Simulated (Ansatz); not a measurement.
One geometry of the cluster Mg₄H₃, several levels of theory.

```yaml
crystal:
  periodic: [false, false, false]
  atoms:
    - {symbol: Mg, position_ang: [-1.360473, 1.146437, -0.236491]}
    - {symbol: Mg, position_ang: [0.962409, -1.472542, 0.354240]}
    - {symbol: Mg, position_ang: [1.431277, 1.512631, 1.076519]}
    - {symbol: Mg, position_ang: [1.191923, 0.625860, -1.912668]}
    - {symbol: H, position_ang: [-2.957457, 1.767720, -0.301472]}
    - {symbol: H, position_ang: [-0.614227, -0.494033, 0.226221]}
    - {symbol: H, position_ang: [1.346558, -3.086083, 0.793651]}
basis:
  gaussian: {orbitals: def2-TZVP, initial_orbitals: start.molden}
magnetization: {spin_polarized: true, initial_magnetization: 1}
hamiltonian: {xc: {text: "exchange = 0.65*pbe_x + 0.35*exact_x\ncorrelation = pbe_c"}}
scf: {omitted_lower_state_checks: [starts]}
output: {orbitals: {seedname: orbitals}}
```

The file start.molden holds the orbitals of an earlier run on this structure, at another level or in another basis.

```sh
$ ansatz run in.yaml --threads 4 --pin off --events-out ev --progress --plain --max-ram 3916MiB
```

Output, abridged:

```
Functional definition: unnamed
1396 factors; their error is unknown
mean field evaluation 1: about -21814.1087 eV, gradient 2.3e0 eV
mean field evaluation 2: about -21814.1196 eV, gradient 2.1e-2 eV
mean field evaluation 4: about -21814.2524 eV, gradient 7.0e-5 eV
mean field evaluation 8: about -21814.2524 eV, gradient 3.4e-5 eV
mean field -21814.25238815 eV, -801.6589890332 hartree, gradient 3.4e-5 eV, S^2 0.775269; 0 other end points of the search recorded, 0 dependent functions left out
reference -21814.25242356 eV, -801.6589903346 hartree; 26, 25 occupied and 120, 121 virtual orbitals, 1396 factors
Total energy: -21814.25242356 eV, -801.6589903346 hartree
Checks for a lower state left out: starts
```

It took 4.3 s on 4 threads of Arm Neoverse V2 on a shared host.

First input, but with `hamiltonian: {xc: pbe}`, `correlation: {method: rpa}` and without the key `output` (abridged; 4.5 s):

```
Functional definition: PBE
mean field -21811.39988575 eV, -801.5541615034 hartree, gradient 7.1e-6 eV, S^2 0.762101
4 core orbitals not correlated: weight in the atoms' cores, before any rotation towards them, 1.000 or more for the frozen orbitals, at most 0.000 for the correlated occupied ones
Total energy: -21806.89850787 eV, -801.3887389175 hartree
Checks for a lower state left out: starts
```

First input, but with `hamiltonian: {xc: {name: CAM-B3LYP}, dispersion: d4}` (abridged; 4.2 s):

```
Functional definition: CAM-B3LYP
mean field -21824.52957925 eV, -802.0366688398 hartree, gradient 8.9e-6 eV, S^2 0.771539
Total energy: -21824.70270125 eV, -802.0430309560 hartree
Checks for a lower state left out: starts
```

As the first input, with `gaussian: {orbitals: def2-SVP, initial_orbitals: start.molden}`, `hamiltonian: {xc: pbe, dispersion: d4}` (abridged; 1.9 s):

```
Functional definition: PBE
mean field -21803.61861279 eV, -801.2682049964 hartree, gradient 2.3e-5 eV, S^2 0.761635
Total energy: -21803.80994215 eV, -801.2752362207 hartree
Checks for a lower state left out: starts
```

First input, but with `gaussian: {orbitals: STO-3G}`, `hamiltonian: {xc: hf}` (abridged; 0.2 s):

```
Functional definition: HF
mean field evaluation 16: about -21492.3522 eV, gradient 2.0e-4 eV
mean field -21492.35223714 eV, -789.8293766752 hartree, gradient 3.3e-5 eV, S^2 0.786796
Total energy: -21492.35223714 eV, -789.8293766752 hartree
Checks for a lower state left out: starts
```

First input, but with `hamiltonian: {xc: {text: "exchange = 0.90*pbe_x + 0.10*exact_x\ncorrelation = pbe_c"}}` (abridged; 3.4 s):

```
Functional definition: unnamed
mean field -21812.18516738 eV, -801.5830200712 hartree, gradient 1.3e-5 eV, S^2 0.765341
Total energy: -21812.18521639 eV, -801.5830218722 hartree
Checks for a lower state left out: starts
```

First input, but with `gaussian: {orbitals: 6-31G}`, `hamiltonian: {xc: {name: B3LYP}, dispersion: d4}` (abridged; 2 s):

```
Functional definition: B3LYP
mean field evaluation 16: about -21825.2275 eV, gradient 2.4e-4 eV
mean field -21825.22748371 eV, -802.0623163560 hartree, gradient 6.2e-5 eV, S^2 0.758312
Total energy: -21825.53912325 eV, -802.0737688977 hartree
Checks for a lower state left out: starts
```

Geometry: r2SCAN-D4/def2-TZVP.

B3LYP takes the VWN-RPA correlation. Correlated methods freeze 4 core orbitals; core or outer-core shells of Mg are correlated, in sets that lack core-valence functions. At HF/STO-3G the highest occupied level of the charge 0 doublet lies above zero (up to 0.46 eV). In Hartree–Fock with STO-3G the lack of diffuse functions raises the level. The structure comes from a short search, and lower isomers may exist.
